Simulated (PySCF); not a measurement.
# Ionising TeF

r²SCAN; Te cc-pVDZ-PP with ECP28, F cc-pVDZ; scalar-relativistic core potentials (PySCF 2.14). Neutral (UKS): doublet (π ↑), Re = 1.951 Å, ωe = 619 cm⁻¹, De = 3.26 eV, HOMO -5.45 eV, LUMO -4.91 eV.

TeF⁺ (UKS): triplet (π ↑↑), Re = 1.889 Å, ωe = 704 cm⁻¹, De = 3.12 eV to Te⁺ + F. The energies at the minima are -367.88568 hartree for TeF and -367.56049 for TeF⁺.

(1) Work out the adiabatic ionisation energy, without and with harmonic zero-point energies (1 hartree = 27.2114 eV, 1 eV = 8065.5 cm⁻¹), and the change of the bond length.

These are scalar-relativistic numbers at best; spin–orbit coupling would shift them, the dissociation energy most. For an ion De counts to the pair picked by the measured ionisation energies or electron affinities, which need not be the lowest pair at this level. States were picked by a PBE0 search and need not be the measured ground states.

## Answers

(1) At r²SCAN: 0.32519 hartree = 8.849 eV between the minima; the zero-point term (704.0 − 619.0)/2 cm⁻¹ = +0.005 eV makes it 8.854 eV. Re changes by -6.2 pm against the neutral. The electron leaves a π orbital, and the shorter bond of the ion fits an antibonding orbital, or a change in how ionic the bond is.
